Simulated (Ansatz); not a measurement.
C$_{3}$H$_{7}$FGe (`C/C(F)=[CH]/[GeH3]`), relaxed with RKS PBE0-D4/def2-TZVP in the Gaussian-basis code of Ansatz from a PBE-D4/def2-SVP geometry. The force threshold is 0.005 eV/Å; the program also tests the step.

Total charge 0; spin multiplicity 1.

Start:

```xyz
12

C     2.034    0.701   -0.043
C     0.566    0.429   -0.220
F    -0.010    1.259   -1.132
C    -0.194   -0.496    0.390
Ge   -2.096   -0.712    0.035
H     2.347    1.531   -0.704
H     2.639   -0.193   -0.292
H     2.266    0.981    1.005
H     0.303   -1.152    1.120
H    -2.623   -1.869    0.922
H    -2.352   -1.061   -1.455
H    -2.880    0.583    0.374
```

Question: How much energy does the relaxation release, and in how many steps? (Estimate.)

Answer: Ansatz gave: 3.24 kcal/mol, in 30 steps, 2 of them rejected.

Question: Which bonds change most? (Best estimate.)

Answer: Computed: C1–C2 from 1.503 to 1.481 Å; C2–C4 from 1.344 to 1.323 Å; C1–H7 from 1.108 to 1.089 Å; C4–H9 from 1.101 to 1.083 Å.

Question: Give the relaxed structure. (An estimate is asked.)

Answer: Ansatz gave: 
```xyz
12

C     2.009    0.704   -0.026
C     0.556    0.449   -0.152
F    -0.059    1.441   -0.832
C    -0.164   -0.568    0.293
Ge   -2.075   -0.714    0.019
H     2.465    0.790   -1.016
H     2.495   -0.102    0.522
H     2.183    1.648    0.498
H     0.365   -1.344    0.834
H    -2.551   -2.021    0.675
H    -2.413   -0.754   -1.479
H    -2.813    0.470    0.664
```
